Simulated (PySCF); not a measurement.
Species: CF3CH2CO2H, C₃H₃F₃O₂.
SMILES with atom numbers: `[O:1]=[C:2]([OH:3])[CH2:4][C:5]([F:6])([F:7])[F:8]` (hydrogens: H9 on O3; H10, H11 on C4)

The same species was optimised twice, with GFN2-xTB and with PBE0-D3(BJ)/def2-SVP (PySCF), and the same property calculations (PySCF, gas phase) were run on both structures.

| coordinate | GFN2-xTB | PBE0-D3(BJ)/def2-SVP | change |
| --- | --- | --- | --- |
| C2–C4 (Å) | 1.526 | 1.511 | -0.015 |
| C4–C5 (Å) | 1.520 | 1.513 | -0.007 |
| C2–O3 (Å) | 1.328 | 1.335 | +0.007 |
| C5–F6 (Å) | 1.342 | 1.336 | -0.006 |
| C5–F8 (Å) | 1.336 | 1.331 | -0.005 |
| O1=C2 (Å) | 1.195 | 1.199 | +0.004 |
| C5–F7 (Å) | 1.338 | 1.336 | -0.002 |
| C2–C4–C5 (°) | 111.0 | 114.5 | +3.5 |
| C4–C5–F7 (°) | 112.5 | 111.2 | -1.3 |
| F6–C5–F7 (°) | 106.6 | 107.7 | +1.1 |
| O3–C2–C4 (°) | 111.1 | 112.2 | +1.1 |
| F6–C5–F8 (°) | 106.5 | 107.6 | +1.1 |
| O1–C2–O3 (°) | 124.5 | 123.5 | -1.0 |
| C4–C5–F6 (°) | 111.0 | 110.0 | -1.0 |
| F7–C5–F8 (°) | 106.8 | 107.7 | +0.9 |
| O1–C2–C4–C5 (°) | 113 | 122 | +9 |
| C2–C4–C5–F6 (°) | -175 | -170 | +5 |

Rotational constants: A = 3763, B = 1438, C = 1304 MHz (GFN2-xTB) against A = 3802, B = 1418, C = 1286 MHz (PBE0-D3(BJ)/def2-SVP). Point groups within 0.08 Å: C1 and C1.

On the GFN2-xTB structure: HOMO (eV) -8.67 [PBE0/pcSseg-1]; LUMO (eV) -0.34 [PBE0/pcSseg-1]; dipole (D) 2.05 [PBE0/pcSseg-1]; GIAO shielding of O1 (ppm) -127.1 [PBE0/pcSseg-1]; GIAO shielding of C2 (ppm) 19.0 [PBE0/pcSseg-1]; GIAO shielding of O3 (ppm) 125.9 [PBE0/pcSseg-1]; GIAO shielding of C4 (ppm) 141.7 [PBE0/pcSseg-1]; GIAO shielding of C5 (ppm) 53.6 [PBE0/pcSseg-1]; GIAO shielding of F6/F7/F8 (mean) (ppm) 248.1 [PBE0/pcSseg-1].

Problem. What do these properties become on the PBE0-D3(BJ)/def2-SVP structure?

Solution. 
| property | level | on GFN2-xTB | on PBE0-D3(BJ)/def2-SVP | change |
| --- | --- | --- | --- | --- |
| HOMO (eV) | PBE0/pcSseg-1 | -8.67 | -8.70 | -0.03 |
| LUMO (eV) | PBE0/pcSseg-1 | -0.34 | -0.40 | -0.06 |
| dipole (D) | PBE0/pcSseg-1 | 2.05 | 1.71 | -0.34 |
| energy, GFN2-xTB geometry as zero (kcal/mol) | PBE0/pcSseg-1 | 0.0 | -0.9 | -0.9 |
| GIAO shielding of O1 (ppm) | PBE0/pcSseg-1 | -127.1 | -131.3 | -4.2 |
| GIAO shielding of C2 (ppm) | PBE0/pcSseg-1 | 19.0 | 16.6 | -2.4 |
| GIAO shielding of O3 (ppm) | PBE0/pcSseg-1 | 125.9 | 118.6 | -7.3 |
| GIAO shielding of C4 (ppm) | PBE0/pcSseg-1 | 141.7 | 142.2 | +0.5 |
| GIAO shielding of C5 (ppm) | PBE0/pcSseg-1 | 53.6 | 55.6 | +2.0 |
| GIAO shielding of F6/F7/F8 (mean) (ppm) | PBE0/pcSseg-1 | 248.1 | 252.7 | +4.6 |

The heavy atoms differ by 0.101 Å rms after alignment. Among bonds between heavy atoms C2–C4 changes most (-0.015 Å). Changes are differences of the printed values. Neither structure is proved a minimum here.

Conformer computed: `[O:1]=[C:2]([OH:3])[CH2:4][C:5]([F:6])([F:7])[F:8]`: O1–C2–C4–C5 122°, C2–C4–C5–F6 -170°, H–O3–C2–O1 -2°.
